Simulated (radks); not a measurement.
All-electron atom: Tc III in [Kr] 4d3 5p2 (not the ground configuration).

Method: scalar-relativistic Kohn-Sham, r2SCAN, spin-polarised, spherical densities, finite nucleus; open shells are filled with parallel spins first (spin-orbit coupling, left out, can overturn this in heavy ions); meta-GGA in the generalised Kohn-Sham scheme; Fermi nuclear charge, rms radius 4.4112 fm; computed with a radial shooting solver on a logarithmic mesh with Libxc functionals.

Energy parts (Ry):
part                        energy
total                  -8569.11569
kinetic                 8848.70067
electron-nucleus      -20569.76826
Hartree                 3407.66685
exchange-correlation    -255.71496

Orbitals (lengths in bohr, moments of r in powers of bohr; <r^-3> diverges for s and p1/2):
| orbital | occ. | eigenvalue (Ry) | <r^-3> |
|---|---|---|---|
| 1s up | 1 | -1539.154 | - |
| 1s down | 1 | -1539.150 | - |
| 2s up | 1 | -222.3420 | - |
| 2s down | 1 | -222.2907 | - |
| 2p up | 3 | -199.0174 | 2769 |
| 2p down | 3 | -198.9770 | 2770 |
| 3s up | 1 | -40.84947 | - |
| 3s down | 1 | -40.83053 | - |
| 3p up | 3 | -33.12507 | 470.0 |
| 3p down | 3 | -33.09960 | 469.4 |
| 3d up | 5 | -20.67010 | 62.62 |
| 3d down | 5 | -20.62400 | 62.57 |
| 4s up | 1 | -7.63577 | - |
| 4s down | 1 | -7.39775 | - |
| 4p up | 3 | -5.48576 | 71.54 |
| 4p down | 3 | -5.22850 | 73.06 |
| 4d up | 3 | -2.38498 | 6.157 |
| 4d down | 0 | -2.07081 | 6.514 |
| 5p up | 2 | -1.28187 | 9.801 |

The highest occupied level is 5p up at -17.441 eV. The configuration is held as typed, so some empty levels lie below it. The density falls to 0.001 e/bohr^3 at r = 4.48 bohr. The electron density at the nucleus is 1.022e+05 e/bohr^3 (large components only). The spin density at the nucleus is -2.818 e/bohr^3 (1s -0.189, 2s -1.233, 3s 1.257, 4s -2.653).
